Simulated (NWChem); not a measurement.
**Lowest excitation of H2SSn**

```xyz
4

Sn    -0.3986    -0.4725     0.0000
H      1.0023    -1.5864     0.0000
S      1.1697     1.4266     0.0000
H      0.2135     2.3866     0.0000
```
Charge 0, spin multiplicity 1.

All runs are NWChem calculations. The geometry was optimised at B3LYP/def2-SVP with def2 effective core potentials on Sn, a minimum by its harmonic frequencies. It is one conformer; others weren't searched.

Basis set: def2-SVPD. CR-EOMCCSD(T) is the triples correction to the same EOM-CCSD root.

```tsv
method	lowest vertical singlet excitation energy (eV)	difference from EOM-CCSD
TD-PBE	2.88	-0.17
CIS	3.26	+0.21
TDA-BHandHLYP	3.13	+0.08
TD-B3LYP	2.93	-0.12
EOM-CCSD	3.05	0.00
CR-EOMCCSD(T)	2.94	-0.11
```

The values span 0.39 eV, from TD-PBE (lowest) to CIS (highest). 

Effective core potentials replace the inner electrons of Sn; spin-orbit coupling is left out. The correlated methods keep 9 core orbitals frozen. B3LYP has NWChem's definition, with VWN1-RPA local correlation. The structure started from a generated list of species. Differences from the coupled-cluster row are differences between methods, not errors against experiment.
